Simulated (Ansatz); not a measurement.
Harmonic frequencies (cm⁻¹) at PBE0-D4/def2-TZVP from Ansatz: 49, 114, 128, 155, 256, 348, 387, 446, 478, 522, 560, 638, 678, 725, 744, 802, 878, 886, 901, 921, 949, 1022, 1273, 1451, 1453, 1924, 2178, 2188, 2618, 3055, 3138, 3142, 3415.

Each molecule was computed in one conformer, which needn't be the lowest.

Question: Which molecule is it?
A. `Cl[SiH]1[SiH2][SiH2]1`
B. `[NH2][AlH][AlH2]`
C. `OB[SiH](O)F`
D. `C#CSB[SiH2]C`

Answer: D.
